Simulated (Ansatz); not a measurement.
```yaml
crystal:
  periodic: [false, false, false]
  atoms:
    - {symbol: Ba, position_ang: [-0.404046, -1.369576, 1.432587]}
    - {symbol: Ba, position_ang: [0.404238, 1.369629, -1.432744]}
    - {symbol: S, position_ang: [1.382671, -1.230540, -0.786905]}
    - {symbol: S, position_ang: [-1.382853, 1.230487, 0.787052]}
basis:
  gaussian: {orbitals: def2-SVP, fitting: {mean_field: def2-universal-jkfit}}
total_charge: -1
magnetization: {spin_polarized: true, initial_magnetization: 3}
hamiltonian: {xc: {name: SVWN5}}
```

```sh
$ ansatz run in.yaml --threads 2 --pin off --events-out ev --progress --plain --max-ram 4352MiB
```

It prints (some lines left out):

```
Functional definition: SVWN5
516 factors; integrals over basis functions are off by at most 2.8e-1 eV
mean field evaluation 1: about -22975.7846 eV, gradient 6.1e0 eV
mean field evaluation 2: about -22975.4265 eV, gradient 8.2e0 eV
mean field evaluation 4: about -22974.9968 eV, gradient 9.8e0 eV
mean field evaluation 8: about -22976.0952 eV, gradient 1.0e-5 eV
mean field evaluation 16: about -22976.0952 eV, gradient 2.5e-6 eV
mean field evaluation 32: about -22974.9105 eV, gradient 2.8e0 eV
mean field evaluation 64: about -22975.9398 eV, gradient 9.5e-2 eV
mean field evaluation 96: about -22975.6190 eV, gradient 8.9e-4 eV
mean field evaluation 128: about -22976.0658 eV, gradient 1.2e0 eV
mean field -22976.09523748 eV, -844.3559262205 hartree, gradient 2.5e-6 eV, S^2 3.751329; 12 other end points of the search recorded, 0 dependent functions left out
reference -22976.09527148 eV, -844.3559274700 hartree; 28, 25 occupied and 68, 71 virtual orbitals, 516 factors
Total energy: -22976.09527148 eV, -844.3559274700 hartree
```

Run time 16 s (2 threads of Intel Xeon Platinum 8259CL on a shared host).

In the def2 sets Ba takes a core potential; there is no spin–orbit coupling. The highest occupied level of an anion often lies above zero with these methods, and sets without diffuse functions describe the outer electron poorly.
